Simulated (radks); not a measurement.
The numbers below are computed, except where a source is named.
Effect of the nuclear size on neutral rhodium, [Kr] 4d8 5s1. Code: a radial shooting solver on a logarithmic mesh with Libxc functionals. Model: Dirac Kohn-Sham, PBE, spin-unpolarised, spherical densities, finite nucleus; open shells fill j = l - 1/2 first; Fermi nuclear charge, rms radius 4.4945 fm. The rms radius is varied about that value; shifts are against it.

rms radius (fm),total energy shift (eV),density at nucleus (e/bohr^3),1s1/2 shift (meV),2s1/2 shift (meV),3p1/2 shift (meV),4s1/2 shift (meV),4p1/2 shift (meV),5s1/2 shift (meV)
3.7259,-0.690,1.239e+05,-291,-32.0,0.387,-1.04,0.071,-0.061
4.1934,-0.284,1.221e+05,-120,-13.2,0.159,-0.429,0.029,-0.025
4.4945,0,1.21e+05,0.000,0.000,0.000,0.000,0.000,0.000
4.7282,0.232,1.203e+05,97.9,10.8,-0.130,0.351,-0.024,0.021
5.1058,0.629,1.191e+05,265,29.2,-0.353,0.950,-0.065,0.056

Slopes of the eigenvalues against <r^2> in GHz/fm^2, as finite differences over the two radii next to the reference (eigenvalue slopes, not the field-shift constants of lines): 1s1/2 11000, 2s1/2 1210, 3p1/2 -14.7, 4s1/2 39.5, 4p1/2 -2.69, 5s1/2 2.32.
